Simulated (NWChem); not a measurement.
# HTeSeI; SMILES I[Te][SeH]

```xyz
4

Te     0.9694    -0.4745     0.0047
I     -0.3766     1.9042     0.0061
Se    -0.8649    -2.1764     0.0257
H     -1.0409    -2.2569    -1.4379
```
Atoms are numbered in this order, from 1.

All runs use the structure optimised with PBE0/def2-SVP. No frequency run checked for a minimum. def2 effective core potentials on Te, I; no spin-orbit coupling.

Task: List the 4 lowest vertical singlet excitations from PBE0/def2-SVPD with def2 effective core potentials on Te, I, TDA (NWChem).

Result: 
```csv
state,energy (eV),oscillator strength,leading excitation (squared amplitude)
S1,2.24,0.001,HOMO → LUMO (0.99)
S2,3.04,0.000,HOMO → LUMO+1 (0.98)
S3,3.42,0.015,HOMO−1 → LUMO (0.58)
S4,3.76,0.044,HOMO−2 → LUMO (0.55)
```
